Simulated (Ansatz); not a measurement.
This Ansatz (a quantum-chemistry and plane-wave program) input (wB97M-V/jun-cc-pV(T+d)Z) gives -24.64991 Eh with 39 basis functions. A basis named .json is the Basis Set Exchange file of that set (core-valence sets with the plain set on hydrogen).

Ansatz 0.2 input:
```yaml
crystal:
  periodic: [false, false, false]
  atoms:
    - {symbol: B, position_ang: [0.00000000, 0.00000000, 0.00000000]}
basis:
  gaussian:
    orbitals: jun-cc-pV_T+d_Z.json
hamiltonian:
  xc: {name: wB97M-V}
magnetization: {spin_polarized: true, initial_magnetization: 1}
scf: {lower_state_search: full}
```

Change:
```diff
- orbitals: jun-cc-pV_T+d_Z.json
+ orbitals: cc-pVQZ
```

Question: What does the run give now?

Answer: -24.65080 Eh (wB97M-V/cc-pVQZ, 55 functions), a change of -0.89 mEh.
